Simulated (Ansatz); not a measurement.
Computed with Ansatz.

`[OH][In][F]` radical. Total charge 0; spin multiplicity 2. In takes the def2 core potential. All single points use the PBE0-D4/def2-TZVP geometry. It is one conformer, not always the lowest.

```xyz
4

O    -0.073   -0.638    0.939
In   -0.222    0.242   -0.856
F     0.960    1.785   -1.115
H    -0.665   -1.390    1.032
```

(1) What is the dipole moment at B3LYP/def2-TZVPP? (An estimate is asked.)

(2) And with PBE, r2SCAN, ωB97M-V? (An estimate is asked.)

(3) Give the Mulliken charges with B3LYP, ωB97M-V, r2SCAN in def2-TZVPP. (Best estimate.)

## Answers

(1) The calculation gave: 3.99 D, with components (-2.78, -2.66, -1.06) D in this frame, pointing from negative to positive charge.

(2) The calculation gave: PBE 3.70 D, r2SCAN 3.84 D, ωB97M-V 4.00 D.

(3) The calculation gave: 
| atom | B3LYP | ωB97M-V | r2SCAN |
| --- | --- | --- | --- |
| O1 | -0.46 | -0.47 | -0.48 |
| In2 | 0.76 | 0.79 | 0.76 |
| F3 | -0.47 | -0.48 | -0.47 |
| H4 | 0.18 | 0.17 | 0.19 |

B3LYP here is the variant with VWN-RPA as its local correlation; programs differ in this.
